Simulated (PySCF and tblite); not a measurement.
Values are calculated unless marked as measured or tabulated.
System: C₅H₉NSi, numbered as in [N:1]#[C:2][C@@H:3]1[CH2:4][CH2:5][SiH2:6][CH2:7]1.

Motion: inversion of the 5-membered ring (3–4–5–6–7). GFN2-xTB gives an electronic barrier of 3.8 kcal/mol and a reaction energy of 0.2 kcal/mol.

Q: What does BP86/pcSseg-1 + D3(BJ) give on GFN2-xTB geometries?

A: A barrier of 4.7 kcal/mol, 0.9 above the tight-binding barrier (from unrounded values), a reaction energy of -0.1 kcal/mol and, with GFN2-xTB thermal terms, ΔG‡(298 K) = 5.0 kcal/mol and k = 1.3×10⁹ s⁻¹ (1 equivalent path).

Programs: tblite and PySCF.
